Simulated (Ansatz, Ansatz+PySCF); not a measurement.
```yaml
atoms:
  - { symbol: C, position_ang: [0.0000, -0.4210, -9.5682] }
  - { symbol: C, position_ang: [0.0000, 0.4167, -8.2988] }
  - { symbol: C, position_ang: [0.0000, -0.4133, -7.0211] }
  - { symbol: C, position_ang: [0.0000, 0.4173, -5.7447] }
  - { symbol: C, position_ang: [0.0000, -0.4133, -4.4681] }
  - { symbol: C, position_ang: [0.0000, 0.4171, -3.1914] }
  - { symbol: C, position_ang: [0.0000, -0.4142, -1.9151] }
  - { symbol: C, position_ang: [0.0000, 0.4157, -0.6381] }
  - { symbol: C, position_ang: [0.0000, -0.4157, 0.6381] }
  - { symbol: C, position_ang: [0.0000, 0.4142, 1.9151] }
  - { symbol: C, position_ang: [0.0000, -0.4171, 3.1914] }
  - { symbol: C, position_ang: [0.0000, 0.4133, 4.4681] }
  - { symbol: C, position_ang: [0.0000, -0.4173, 5.7447] }
  - { symbol: C, position_ang: [0.0000, 0.4133, 7.0211] }
  - { symbol: C, position_ang: [0.0000, -0.4167, 8.2988] }
  - { symbol: C, position_ang: [0.0000, 0.4210, 9.5682] }
  - { symbol: H, position_ang: [0.0000, 0.2081, -10.4716] }
  - { symbol: H, position_ang: [0.8874, -1.0728, -9.6177] }
  - { symbol: H, position_ang: [-0.8874, -1.0728, -9.6177] }
  - { symbol: H, position_ang: [-0.8796, 1.0850, -8.2958] }
  - { symbol: H, position_ang: [0.8796, 1.0850, -8.2958] }
  - { symbol: H, position_ang: [0.8802, -1.0826, -7.0215] }
  - { symbol: H, position_ang: [-0.8802, -1.0826, -7.0215] }
  - { symbol: H, position_ang: [-0.8801, 1.0864, -5.7447] }
  - { symbol: H, position_ang: [0.8801, 1.0864, -5.7447] }
  - { symbol: H, position_ang: [0.8801, -1.0824, -4.4681] }
  - { symbol: H, position_ang: [-0.8801, -1.0824, -4.4681] }
  - { symbol: H, position_ang: [-0.8801, 1.0862, -3.1911] }
  - { symbol: H, position_ang: [0.8801, 1.0862, -3.1911] }
  - { symbol: H, position_ang: [0.8801, -1.0832, -1.9155] }
  - { symbol: H, position_ang: [-0.8801, -1.0832, -1.9155] }
  - { symbol: H, position_ang: [-0.8801, 1.0848, -0.6376] }
  - { symbol: H, position_ang: [0.8801, 1.0848, -0.6376] }
  - { symbol: H, position_ang: [0.8801, -1.0848, 0.6376] }
  - { symbol: H, position_ang: [-0.8801, -1.0848, 0.6376] }
  - { symbol: H, position_ang: [-0.8801, 1.0832, 1.9155] }
  - { symbol: H, position_ang: [0.8801, 1.0832, 1.9155] }
  - { symbol: H, position_ang: [0.8801, -1.0862, 3.1911] }
  - { symbol: H, position_ang: [-0.8801, -1.0862, 3.1911] }
  - { symbol: H, position_ang: [-0.8801, 1.0824, 4.4681] }
  - { symbol: H, position_ang: [0.8801, 1.0824, 4.4681] }
  - { symbol: H, position_ang: [0.8801, -1.0864, 5.7447] }
  - { symbol: H, position_ang: [-0.8801, -1.0864, 5.7447] }
  - { symbol: H, position_ang: [-0.8802, 1.0826, 7.0215] }
  - { symbol: H, position_ang: [0.8802, 1.0826, 7.0215] }
  - { symbol: H, position_ang: [0.8796, -1.0850, 8.2958] }
  - { symbol: H, position_ang: [-0.8796, -1.0850, 8.2958] }
  - { symbol: H, position_ang: [0.0000, -0.2081, 10.4716] }
  - { symbol: H, position_ang: [0.8874, 1.0728, 9.6177] }
  - { symbol: H, position_ang: [-0.8874, 1.0728, 9.6177] }
```

Basis set: def2-SVP (spherical functions). Correlated methods keep 16 orbitals frozen. Charge 0, multiplicity 1.

Computed with Ansatz (development build ahead of 0.2.0); each method stands on the lowest determinant of its kind that the runs found. Restricted open shells among the atoms or ions are ROHF, correlated in semicanonical orbitals with singles.

(1) Give the atomization energy at this shape (free ground-state atoms in the same class of orbitals less the molecule, no zero-point energy) of singlet C16H34 by RHF-MP2, RHF.

Results:

(1)

| method | atomization energy |
| --- | --- |
| RHF-MP2 | 19647.6 kJ/mol |
| RHF | 15852.2 kJ/mol |
